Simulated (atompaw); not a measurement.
u(r) = r·R(r): atom against pseudo-atom (cerium (Ce))

Columns: radius, all-electron u(r) and pseudo u(r) of the 4f shell (level -5.67 eV) of cerium in the configuration [Kr] 4d10 4f1 5s2 5p6 5d1 6s1.75 6p0.25; PBE, scalar-relativistic, PAW (atompaw) scheme, atompaw 4.2.0.5.

```json
{"r (bohr)": "0.115", "all-electron": "0.0608", "pseudo": "0.0004"}
{"r (bohr)": "0.231", "all-electron": "0.3105", "pseudo": "0.0057"}
{"r (bohr)": "0.346", "all-electron": "0.5929", "pseudo": "0.0208"}
{"r (bohr)": "0.462", "all-electron": "0.8022", "pseudo": "0.0448"}
{"r (bohr)": "0.577", "all-electron": "0.9154", "pseudo": "0.0799"}
{"r (bohr)": "0.692", "all-electron": "0.9516", "pseudo": "0.1423"}
{"r (bohr)": "0.808", "all-electron": "0.9371", "pseudo": "0.2433"}
{"r (bohr)": "0.923", "all-electron": "0.8938", "pseudo": "0.3561"}
{"r (bohr)": "1.038", "all-electron": "0.8362", "pseudo": "0.4485"}
{"r (bohr)": "1.154", "all-electron": "0.7728", "pseudo": "0.5441"}
{"r (bohr)": "1.269", "all-electron": "0.7096", "pseudo": "0.6487"}
{"r (bohr)": "1.385", "all-electron": "0.6478", "pseudo": "0.6476"}
{"r (bohr)": "1.500", "all-electron": "0.5896", "pseudo": "0.5896"}
{"r (bohr)": "1.615", "all-electron": "0.5352", "pseudo": "0.5352"}
{"r (bohr)": "1.731", "all-electron": "0.4844", "pseudo": "0.4844"}
{"r (bohr)": "1.846", "all-electron": "0.4382", "pseudo": "0.4382"}
{"r (bohr)": "1.962", "all-electron": "0.3957", "pseudo": "0.3957"}
{"r (bohr)": "2.077", "all-electron": "0.3575", "pseudo": "0.3575"}
{"r (bohr)": "2.192", "all-electron": "0.3229", "pseudo": "0.3229"}
{"r (bohr)": "2.308", "all-electron": "0.2915", "pseudo": "0.2915"}
{"r (bohr)": "2.423", "all-electron": "0.2635", "pseudo": "0.2635"}
{"r (bohr)": "2.538", "all-electron": "0.2384", "pseudo": "0.2384"}
{"r (bohr)": "2.654", "all-electron": "0.2157", "pseudo": "0.2157"}
{"r (bohr)": "2.769", "all-electron": "0.1954", "pseudo": "0.1954"}
{"r (bohr)": "2.885", "all-electron": "0.1771", "pseudo": "0.1771"}
{"r (bohr)": "3.000", "all-electron": "0.1609", "pseudo": "0.1609"}
```

**Question.** How many radial nodes do the two functions have?

**Answer.** The all-electron 4f function has n − l − 1 = 0; the pseudo-wave has 0.

**Question.** At about which radius was the pseudo-wave matched?

**Answer.** 1.40 bohr, where the columns begin to agree (steps of 0.12 bohr).

**Question.** Is the pseudo-wave norm-conserving?

**Answer.** No, it belongs to a PAW set: the norm inside the radius is not constrained, and the difference is carried by the augmentation charge.
